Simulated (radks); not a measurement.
Polarisability of the tin ion Sn2+, [Kr] 4d10 5s2, at imaginary frequency. All-electron calculation, non-relativistic Kohn-Sham, LDA (Slater exchange, Perdew-Wang correlation), spin-polarised, spherical densities, point nucleus; relativity is left out, which matters for an element this heavy. Program: a radial shooting solver on a logarithmic mesh with Libxc functionals. Response by self-consistent Sternheimer equations with the Hartree and adiabatic LDA kernel.

w (hartree)  alpha1(iw) (bohr^3)  alpha2(iw) (bohr^5)
0.00266                    16.55                65.09
0.0143                     16.53                65.06
0.0360                     16.40                64.88
0.0697                     15.99                64.32
0.118                      15.05                62.92
0.186                      13.34                59.99
0.280                      10.90                54.60
0.413                      8.190                46.09
0.605                      5.799                34.97
0.892                      3.980                23.36
1.35                       2.653                13.73
2.12                       1.637                7.148
3.59                      0.8446                3.212
6.94                      0.3147                1.097
17.5                     0.07097               0.2046

Static values: alpha1 = 16.55 bohr^3 (2.453 angstrom^3; uncoupled 32.05), alpha2 = 65.09 bohr^5, alpha3 = 478.6 bohr^7. C6 = 92.87, C8 = 2196, triple-dipole C9 = 1040 atomic units. One-pole (London) frequency 4 C6 / (3 alpha1^2) = 0.452 hartree, against 0.936 for minus the highest occupied eigenvalue. The dipole shielding factor is 0.960, as the force sum rule N/Z = 0.960 demands.
